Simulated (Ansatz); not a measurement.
Ansatz (a first-principles code) input (B3LYP-D3(BJ)/def2-TZVP):

Ansatz 0.2 input:
```yaml
crystal:
  periodic: [false, false, false]
  atoms:
    - {symbol: In, position_ang: [-1.01048295, -0.71675993, -0.85638686]}
    - {symbol: I, position_ang: [1.02831426, 0.69609901, 0.81713005]}
basis:
  gaussian:
    orbitals: def2-TZVP
hamiltonian:
  xc: b3lyp
  dispersion: d3bj
total_charge: -1
magnetization: {spin_polarized: true, initial_magnetization: 1}
relax: {f_tol: 0.002, max_steps: 150}
```

Output:

```
Functional definition: B3LYP
integrals: 0.03 GiB planned
876 factors; their error is unknown
mean field: 0.43 GiB planned
mean field evaluation 1: about -13280.6450 eV, gradient 1.6e1 eV
mean field evaluation 2: about -13279.9852 eV, gradient 2.1e1 eV
mean field evaluation 4: about -13282.0693 eV, gradient 5.6e-1 eV
mean field evaluation 8: about -13282.3391 eV, gradient 6.5e-2 eV
mean field evaluation 16: about -13282.2842 eV, gradient 2.3e0 eV
mean field -13282.33915397 eV, -488.1169608157 hartree, gradient 2.3e-5 eV, S^2 0.752086; 2 other end points of the search recorded, 0 dependent functions left out
the calculation of the forces begins
reference -13282.33933379 eV, -488.1169674239 hartree; 24, 23 occupied and 76, 77 virtual orbitals, 876 factors
relax step   1: F+E_penalty+E_count = -13282.45275915 eV  Δ(F+E_penalty+E_count) = +0.000e0 eV  max|allowed force component| = 1.376e-1 eV/Å  Δτ_max = 0.0000 Å  (55 SCF iters, accepted)
these checks for a lower state are left out or cut short: starts, cluster_reference, orbital_swaps, neighbouring_geometries, increment
integrals: 0.03 GiB planned
876 factors; their error is unknown
mean field: 0.43 GiB planned
mean field evaluation 32: about -13282.3441 eV, gradient 7.9e-4 eV
mean field -13282.34405364 eV, -488.1171408752 hartree, gradient 2.0e-5 eV, S^2 0.752081; 0 other end points of the search recorded, 0 dependent functions left out
the calculation of the forces begins
reference -13282.34423382 eV, -488.1171474967 hartree; 24, 23 occupied and 76, 77 virtual orbitals, 876 factors
relax step   2: F+E_penalty+E_count = -13282.45737724 eV  Δ(F+E_penalty+E_count) = -4.618e-3 eV  max|allowed force component| = 7.662e-2 eV/Å  Δτ_max = 0.0148 Å  (35 SCF iters, accepted)
these checks for a lower state are left out or cut short: starts, cluster_reference, orbital_swaps, neighbouring_geometries, increment
integrals: 0.03 GiB planned
876 factors; their error is unknown
mean field: 0.43 GiB planned
mean field -13282.34671636 eV, -488.1172387282 hartree, gradient 1.9e-5 eV, S^2 0.752076; 0 other end points of the search recorded, 0 dependent functions left out
the calculation of the forces begins
reference -13282.34689699 eV, -488.1172453662 hartree; 24, 23 occupied and 76, 77 virtual orbitals, 876 factors
relax step   3: F+E_penalty+E_count = -13282.45966457 eV  Δ(F+E_penalty+E_count) = -2.287e-3 eV  max|allowed force component| = 8.867e-3 eV/Å  Δτ_max = 0.0186 Å  (36 SCF iters, accepted)
these checks for a lower state are left out or cut short: starts, cluster_reference, orbital_swaps, neighbouring_geometries, increment
integrals: 0.03 GiB planned
876 factors; their error is unknown
mean field: 0.43 GiB planned
mean field -13282.34680568 eV, -488.1172420108 hartree, gradient 2.3e-5 eV, S^2 0.752075; 0 other end points of the search recorded, 0 dependent functions left out
the calculation of the forces begins
reference -13282.34698637 eV, -488.1172486511 hartree; 24, 23 occupied and 76, 77 virtual orbitals, 876 factors
relax step   4: F+E_penalty+E_count = -13282.45969877 eV  Δ(F+E_penalty+E_count) = -3.419e-5 eV  max|allowed force component| = 1.414e-5 eV/Å  Δτ_max = 0.0026 Å  (37 SCF iters, accepted)
integrals: 0.03 GiB planned
876 factors; their error is unknown
mean field: 0.43 GiB planned
mean field evaluation 64: about -13282.0770 eV, gradient 5.8e-2 eV
mean field -13282.34680568 eV, -488.1172420108 hartree, gradient 2.3e-5 eV, S^2 0.752075; 2 other end points of the search recorded, 0 dependent functions left out
the calculation of the forces begins
reference -13282.34698637 eV, -488.1172486511 hartree; 24, 23 occupied and 76, 77 virtual orbitals, 876 factors
Total energy: -13282.45987946 eV, -488.1213973954 hartree
Atom 0 at    -1.034990    -0.733743    -0.876503 Å, force    -0.000014    -0.000010    -0.000012 eV/Å
Atom 1 at     1.052821     0.713082     0.837246 Å, force     0.000014     0.000010     0.000012 eV/Å
Dipole moment:    -0.062635    -0.043405    -0.051413 e Å
```
